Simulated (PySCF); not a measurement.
Vertical excitations of a molecule C₄H₉NSi from TDA-ωB97X/def2-SVPD (PySCF), as energy in eV (oscillator strength): 6.06 (0.000), 6.26 (0.004), 6.38 (0.001), 6.42 (0.004), 6.80 (0.007), 7.36 (0.002), 7.76 (0.040), 8.25 (0.009), 8.35 (0.081), 8.47 (0.133). Lowest triplet (TDA): 5.04 eV. Geometry: B3LYP-D3(BJ)/def2-SVP. One conformer was computed; it need not be the lowest.

Question: Identify the compound among the candidates.
A) C=CC(=C)[SiH2]N
B) C=CN([SiH3])C=C
C) C/N=C1\CC[SiH2]1
D) C#C[Si@H](C)NC

Answer: D, C#C[Si@H](C)NC
